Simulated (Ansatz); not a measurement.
Saddle point of SiH3Cl2OF, closed shell (SiH₂Cl₂O ([OH][SiH]([Cl])[Cl]) + HF → SiHCl₂F ([F][SiH]([Cl])[Cl]) + H₂O; bonds formed: Si1–F7, O2–H6; bonds broken: Si1–O2, H6–F7), PBE0-D4/def2-TZVP structure:

```xyz
8
angstrom
Si -0.3704 -0.3488 -0.3068
O 0.8517 0.3979 0.7378
Cl 0.4222 -1.1065 -2.0143
Cl -0.5096 -2.0583 0.9156
H -1.7837 0.0374 -0.2784
H 0.6264 1.3321 0.1382
F -0.0407 1.4589 -0.8842
H 0.8041 0.2875 1.6922
```

Energies are electronic, without zero-point energy. Barriers and step energies count from the start structure reached by relaxing down the imaginary mode; all methods use the PBE0-D4 structures, on which another method's saddle can fall below an end. Computed with Ansatz 0.2.0 (basis: def2-TZVPP, with def2-QZVPP for the basis limit); correlated methods freeze the cores. B3LYP uses VWN-RPA correlation. Extrapolation: Hartree–Fock as exp(−7.88 √X), correlation as X^−2.97.

| method | barrier (eV) | step energy (eV) |
| --- | --- | --- |
| SPW92 | 0.479 | -0.058 |
| PBE-D4 | 0.850 | -0.161 |
| BLYP-D4 | 1.013 | -0.193 |
| r2SCAN-D4 | 0.895 | -0.211 |
| B97M-V | 1.037 | -0.266 |
| PBE0-D4 | 0.971 | -0.151 |
| B3LYP-D4 | 1.081 | -0.183 |
| r2SCAN0-D4 | ? | -0.184 |
| BHLYP-D4 | 1.200 | -0.187 |
| CAM-B3LYP-D4 | 1.023 | -0.177 |
| wB97X-V | ? | -0.204 |
| wB97M-V | 0.959 | -0.207 |
| B2PLYP | 1.106 | -0.171 |
| PBE-QIDH | 1.048 | -0.139 |
| RPA on PBE | 1.101 | -0.211 |
| HF | 1.628 | -0.229 |
| MP2 | ? | -0.152 |
| CCSD | 1.198 | -0.186 |
| CCSD(T) | 1.115 | -0.176 |

Problem. Fill in the withheld barriers. (An estimate is asked for; the value comes from the calculation.)

Solution. By the calculation: r2SCAN0-D4 0.988; wB97X-V 1.000; MP2 1.073 eV. Each is the energy of the saddle less that of the start structure, by the same method.

For comparison, the barrier by CCSD(T) at an estimated basis limit (MP2 extrapolated from triple and quadruple zeta, plus CCSD(T) − MP2 in triple zeta) is 1.100 eV.

T1 diagnostic: at most 0.011.

Steps of this kind, hydrogen fluoride cutting a network bond, underlie vapour etching and the fluorination step of atomic layer etching.

Labels in which every atom is bracketed show which atoms are joined, not bond orders.

For scale, one of the runs: CCSD(T)/def2-TZVPP, 230 basis functions, launched by `ansatz run in.yaml --threads 4 --pin off --events-out ev --progress --plain --max-ram 9574MiB`. The run took 100 s on 4 CPU threads of an Intel Xeon (shared host), with 3.8 GiB of host memory at its peak.
